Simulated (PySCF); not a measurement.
# Hartree-Fock beside MP2: BH3N cation

Calculated results; nothing here was measured. The program is PySCF 2.14.0, an open-source quantum chemistry code, run on an isolated molecule that a program drew, which may never have been made. The molecule is BH3N cation (charge +1, singlet), drawn as the SMILES string `[BH+]N`.

The geometry was optimised and harmonic frequencies were computed with HF and MP2, all in the cc-pVDZ basis, for the commonest isotopes, with a restricted reference for singlets and an unrestricted one otherwise, and a frozen core in MP2. Each result is a local minimum of its method.

Geometry at the HF minimum:
```xyz
5
BH3N cation, angstrom
B    -0.2462   -1.0135    0.7906
N     0.1450   -2.1266    1.3639
H    -0.5951   -0.0203    0.2791
H     1.0895   -2.4819    1.2890
H    -0.4710   -2.7057    1.9199
```

Lengths of the bonds as drawn, in Å (atoms numbered as above):
```
bond,HF,MP2
B1-N2,1.312,1.326
B1-H3,1.170,1.179
N2-H4,1.012,1.027
N2-H5,1.012,1.027
```

Rotational constants, in GHz:
```
constant,HF,MP2
A,347.8,336.5
B,30.04,29.42
C,27.65,27.05
```

Harmonic frequencies in cm^-1, each column in rising order, so a row needn't be the same motion in every method:
```
rank,HF,MP2
1,618,557
2,684,?
3,821,753
4,989,923
5,1511,1422
6,1700,1594
7,3003,2921
8,3672,3496
9,3763,3593
```

**Estimate the missing MP2 frequency from the HF column.**

A single factor s that minimises the squared misfit of MP2 against s times HF over the other rows is sum(HF x MP2) / sum(HF^2) = 0.9543, with an rms misfit of 29 cm^-1. For rank 2 it gives 0.9543 x 684 = 653 cm^-1. The calculation gives 620 cm^-1, 33 cm^-1 below the estimate. The drawn bonds are on average 1.2 % longer in MP2 than in HF.
